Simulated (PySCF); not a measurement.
**Choosing a basis for TDDFT**

Compound: 1,1,1-trifluoro-2,2,2-trichloroethane, C2Cl3F3.
SMILES: `FC(F)(F)C(Cl)(Cl)Cl`

TDDFT with PBE0 (PySCF), vertical singlets, core orbitals frozen in the response, spherical d and f functions. Isolated species at its PBE0-D3(BJ)/def2-SVP geometry, gas phase.

**Question.** How do the low singlets change with the basis? Take 6-31G*, def2-SVP, 6-31+G*, def2-SVPD, aug-cc-pVDZ and def2-TZVP.

**Answer.** 

```
      basis  functions  diffuse  S1 (eV)  S2 (eV)  S3 (eV)  S4 (eV)  S5 (eV)  LUMO (eV)  α (au)
     6-31G*        124       no     6.44     6.95     6.96     7.10     7.39      -1.09    50.7
   def2-SVP        124       no     6.91     7.43     7.43     7.54     7.59      -0.50    48.0
    6-31+G*        156      yes     6.35     6.87     6.87     7.06     7.25      -1.36    61.3
  def2-SVPD        190      yes     6.45     6.96     6.97     7.15     7.20      -1.27    68.3
aug-cc-pVDZ        196      yes     6.39     6.91     6.91     7.08     7.28      -1.25    68.0
  def2-TZVP        266       no     6.43     6.93     6.93     7.09     7.33      -1.12    61.1
```

States are compared by their number. Against the largest diffuse basis here (aug-cc-pVDZ, itself not a converged limit), sets without diffuse functions differ by up to 0.52 eV in S1 and 0.31 eV in S5; the smaller diffuse sets differ by up to 0.06 and 0.07 eV. State by state, the largest deviation of a set without diffuse functions is S1 0.52, S2 0.52, S3 0.52, S4 0.47, S5 0.31 eV. The same number needn't mean the same state in each row. Against aug-cc-pVDZ the polarisability deviates by -25% in 6-31G*, -29% in def2-SVP, -10% in 6-31+G*, 0% in def2-SVPD, -10% in def2-TZVP.
